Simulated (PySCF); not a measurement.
C8H10OSi, SMILES C(c1c([SiH3])cccc1)(=O)C (GFN2-xTB optimised geometry):

```
20

C      0.123    -2.550    -0.004
C      0.812    -1.213    -0.001
O      2.030    -1.140     0.002
C      0.007     0.010     0.000
C     -1.389     0.010     0.000
C     -2.075     1.207     0.000
C     -1.373     2.405    -0.001
C      0.010     2.399     0.000
C      0.726     1.211     0.000
Si     2.620     1.175     0.001
H     -0.507    -2.648     0.877
H     -0.502    -2.644    -0.889
H      0.869    -3.342    -0.004
H     -1.940    -0.919     0.000
H     -3.155     1.212     0.001
H     -1.911     3.342    -0.001
H      0.550     3.335    -0.001
H      3.151     0.666     1.261
H      2.948     2.622     0.001
H      3.155     0.664    -1.256
```

Computed with PBE0/def2-SVP (PySCF).

Problem. What are the frontier orbital energies and the dipole moment?

Solution. HOMO-2 -7.79 eV, HOMO-1 -7.67 eV, HOMO -7.49 eV, LUMO -1.91 eV, LUMO+1 -0.61 eV; dipole moment 4.08 D.

Meta-Löwdin charges at PBE0/def2-SVP: C1 -0.34, C2 0.37, O3 -0.40, C4 -0.05, C5 -0.10, C6 -0.10, C7 -0.09, C8 -0.09, C9 -0.18, Si10 0.50, H11 0.12, H12 0.12, H13 0.13, H14 0.11, H15 0.11, H16 0.11, H17 0.11, H18 -0.09, H19 -0.15, H20 -0.09.
